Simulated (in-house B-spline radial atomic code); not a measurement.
Neutral boron is squeezed into an impenetrable sphere of radius R (the orbitals vanish at R). No spin polarisation. Computed with a radial B-spline atomic code at the basis-set limit: non-relativistic Hartree-Fock, average of configuration, point nucleus.

Energies in eV above the free atom in [He] 2s2 2p1:

```csv
R (bohr),highest level (eV),[He] 2s2 2p1,[He] 2s1 2p2,-dE/dV in [He] 2s2 2p1 (GPa)
8.03,-8.42,0.01541,5.334,0.0278
6.26,-8.26,0.1682,5.564,0.5
5.2,-7.78,0.7118,6.264,3.1
3.93,-5.46,4.138,10.11,32.5
3.69,-4.5,5.815,11.89,52.3
3.05,-0.0916,14.74,20.94,203
2.61,5.85,28.84,34.62,572
2.25,14.3,51.68,55.98,1470
1.97,26.2,83.98,85.27,3350
1.59,64.4,173.7,163.7,12100
```

**Question.** Does [He] 2s1 2p2 fall below [He] 2s2 2p1 under compression?

**Answer.** Yes, between R = 1.97 and 1.59 bohr the order changes (near 1.93 bohr by linear interpolation).

The highest level is first positive in the row R = 2.61 bohr, pushed up by confinement above the zero of the free ion's potential. Each configuration is held fixed and needn't be the lowest in the sphere.
